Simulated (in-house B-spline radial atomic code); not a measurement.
# RPA and G0W0 on LDA exchange-only: the lanthanum ion La⁶⁺

Configuration [Kr] 4d10 5s2 5p3, highest spin, mean-field start LDA exchange-only. Computed with a B-spline radial code for spherical atoms: all electrons, scalar-relativistic (spin-free one-electron X2C), finite nucleus, each spin shell either full or empty, empty states to l = 9 with an (l + 1/2)⁻⁴ tail; G0W0 by contour deformation at full frequency.

Spin-orbit coupling, left out, splits p levels strongly here.

Command:
```bash
python run_gw.py task.json out
```
Settings (radii: box in bohr, nucleus in fm):
```
Z                        57
electrons                51
configuration            [Kr] 4d10 5s2 5p3
hamiltonian              x2c
method                   lda,
lmax                     9
rms_radius               4.855
spin_polarised           True
box_radius               9.29
intervals                66
```

Cost of the run: 3.2 s on 1 thread of Intel(R) Xeon(R) 6975P-C (shared host).

Energies (hartree):

```csv
term,value
mean-field total,-8471.86034
Hartree-Fock functional on these orbitals,-8481.27337
direct second order,-4.7522
second-order exchange,1.2983
SOSEX correction,1.2134
```

(1) What is the RPA correlation energy, and what remains with SOSEX?

Quasi-particle levels (eV):

```tsv
level	occupied	mean field	Σx - vxc	Σc	QP weight	G0W0
5p up	yes	-83.37	-7.64	?	?	?
5s down	yes	-98.16	-5.34	-3.18	0.957	-106.68
5p down	no	-79.37	6.76	-3.08	0.938	-75.69
```

G0W0 = mean field + (Σx - vxc) + Σc, with Σc (partial-wave tail included) taken at the quasi-particle energy. Only the outer levels were computed. Levels of low weight are left out.

(2) Where does G0W0 put 5p up?

## Answers

(1) RPA gives -4.1833 hartree (-2.23 eV per electron); RPA + SOSEX gives -2.9699, and the second-order doubles -3.4539 hartree (no singles). SOSEX takes back 29 % of the RPA value.

(2) At -91.56 eV, with Σc = -0.56 eV and a quasi-particle weight of 0.912. The tabulated removal energy is 88 ± 2 eV (NIST, tabulated theory); the calculation leaves out spin-orbit coupling, Breit and QED terms, and what these don't explain is the method's own error.
